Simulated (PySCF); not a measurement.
## Computed structure and properties of [La(NH2)4]−

System: [La(NH2)4]− (singlet); start: displaced along the imaginary mode (S4). Method: PySCF 2.14.0, RKS TPSS, La lcecp-1-SVP with ECP46, N def2-SVP, H def2-SVP; non-relativistic Hamiltonian with scalar-relativistic core potentials where named; density fitting; no spin-orbit coupling.

Input of the relaxation:

```python
mol = gto.M(atom='''
La     0.00000     0.00000     0.00000
N      1.20951     1.47272     1.47572
H      1.41835     1.30949     2.50268
H      1.83639     2.27046     1.16346
N     -1.20951    -1.47572     1.47272
H     -1.83639    -1.16346     2.27046
H     -1.41835    -2.50268     1.30949
N      1.20951    -1.47272    -1.47572
H      1.83639    -2.27046    -1.16346
H      1.41835    -1.30949    -2.50268
N     -1.20951     1.47572    -1.47272
H     -1.41835     2.50268    -1.30949
H     -1.83639     1.16346    -2.27046''',
    basis={'La': 'lcecp-1-SVP', 'N': 'def2-SVP', 'H': 'def2-SVP'},
    ecp={'La': 'lcecp-1-SVP'},
    charge=-1, spin=0)
mf = dft.RKS(mol, xc='TPSS')
mf.grids.atom_grid = (50, 194)  # f atoms: unpruned, at least (60, 302)
mf = mf.density_fit()  # fitting sets: La AutoAux, N def2-universal-JKFIT, H def2-universal-JKFIT
mf.conv_tol = 1e-08; mf.max_cycle = 55
mf.kernel(dm0)  # dm0: converged density of the start geometry
# quasi-Newton relaxation in Cartesian coordinates to a largest gradient under 0.00045 Eh/bohr, steps kept in the point group
```

Run from Python with OMP_NUM_THREADS=2; the lines above give its settings. Where DIIS fails, smearing, a level shift and second-order steps follow.
It took 5.5 min on 2 threads of Arm Neoverse V1, on a shared host, from the converged density of the start.

Course of the relaxation:

```csv
step,energy above end (eV),largest force component within the symmetry (eV/Å)
0,0.2455,1.095
1,0.0865,0.050
2,0.0819,0.047
3,0.0741,0.234
4,0.0659,0.186
5,0.0498,0.232
6,0.0438,0.253
7,0.0355,0.263
21,0.0019,0.041
22,0.0012,0.044
23,0.0003,0.037
24,0.0001,0.016
25,0.0000,0.008
26,0.0000,0.005
```
(The steps between are left out.)

Relaxed geometry (S4):

```xyz
13

La    0.0000    0.0000    0.0000
N     1.4394    1.3123    1.4077
H     1.4382    1.4965    2.4211
H     2.3084    1.7524    1.0675
N    -1.4393   -1.4077    1.3123
H    -2.3083   -1.0672    1.7527
H    -1.4384   -2.4210    1.4965
N     1.4394   -1.3123   -1.4077
H     2.3084   -1.7524   -1.0675
H     1.4382   -1.4965   -2.4211
N    -1.4393    1.4077   -1.3123
H    -1.4384    2.4210   -1.4965
H    -2.3083    1.0672   -1.7527
```

| contact | Å |
| --- | --- |
| La1–N2 (NH2) | 2.403 |
| La1–N5 (NH2) | 2.403 |
| La1–N8 (NH2) | 2.403 |
| La1–N11 (NH2) | 2.403 |

On the finer grid (75, 302):

- HOMO: 0.10 eV
- LUMO: 3.07 eV
- Dipole about the centre of mass: 0.00 D
- Set of Mulliken populations of La1 outside the core potential: s 2.22, p 6.44, d 1.64, f 0.06
- D3(BJ) dispersion energy (not in the energies): -0.292 eV

| atom | Mulliken (e) | Löwdin (e) | spin (e) |
| --- | --- | --- | --- |
| La1 | 0.64 | 0.26 | 0.00 |
| N2 | -0.54 | -0.38 | 0.00 |
| H3 | 0.06 | 0.03 | 0.00 |
| H4 | 0.07 | 0.03 | 0.00 |
| N5 | -0.54 | -0.38 | 0.00 |
| H6 | 0.07 | 0.03 | 0.00 |
| H7 | 0.06 | 0.03 | 0.00 |
| N8 | -0.54 | -0.38 | 0.00 |
| H9 | 0.07 | 0.03 | 0.00 |
| H10 | 0.06 | 0.03 | 0.00 |
| N11 | -0.54 | -0.38 | 0.00 |
| H12 | 0.06 | 0.03 | 0.00 |
| H13 | 0.07 | 0.03 | 0.00 |

The large-core potential holds the 4f shell empty. The highest filled level lies above zero, as often for anions with such functionals and bases; it isn't the detachment energy.

No frequency check is given for this geometry.

Taking off one NH2 (charge -1, singlet; the rest: singlet) in vacuum, both parts rigid, costs 4.92 eV; the small basis without counterpoise inflates it.

Rigid scan of NH2 along the line from its metal:

(distance to N2 (Å), energy (eV)): (2.10, 0.632), (2.20, 0.246), (2.30, 0.054), (2.40, 0.000), (2.50, 0.042), (2.60, 0.150), (2.80, 0.476), (3.10, 1.055), (3.50, 1.772), (4.00, 2.470)

One start shape was tried, so this needn't be the lowest isomer.
